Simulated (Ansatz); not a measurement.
`BCBCC#C` + `C/N=C/O` → `BCO/C=N/C` + `BCC#C`  (substitution at a C–B bond)

Calculated with Ansatz (gas phase, PBE0-D4/def2-TZVP geometries, no zero-point term in ΔE). CCSD(T)/CBS adds triple-zeta CCSD(T) − MP2 to the extrapolated MP2 energy (def2 sets, frozen cores). Double bonds are as drawn, so ΔE can hold a change between cis and trans. DFT in def2-TZVPP. Each species was taken in one conformer, which may not be the lowest.

CCSD(T)/CBS gives +27.2 kcal/mol.

Another level gave +35.5 kcal/mol. Which?
A. MP2/def2-TZVPP
B. PBE/def2-TZVPP
C. PBE0-D4/def2-TZVPP
D. HF/def2-TZVPP

B. PBE 35.5, PBE0-D4 33.8, HF/def2-TZVPP 3.4, MP2/def2-TZVPP 30.5 kcal/mol.

Largest T1 diagnostic among the species: 0.016.

From PBE to PBE0 (25 % exact exchange), in def2-TZVPP and without D4, ΔE moves by −3.0 kcal/mol. In def2-TZVPP, CCSD(T) changes the Hartree–Fock value by +23.7 kcal/mol (the triples alone add +4.2 kcal/mol) and MP2 by +27.1 kcal/mol. The D4 term adds +2.7 kcal/mol with B3LYP and +1.3 kcal/mol with PBE0; it sums over pairs of atoms, weighted by their polarisabilities, and B3LYP, whose exchange is more repulsive, gets the larger term.

B3LYP here is the variant with VWN-RPA as its local correlation; programs differ in this.
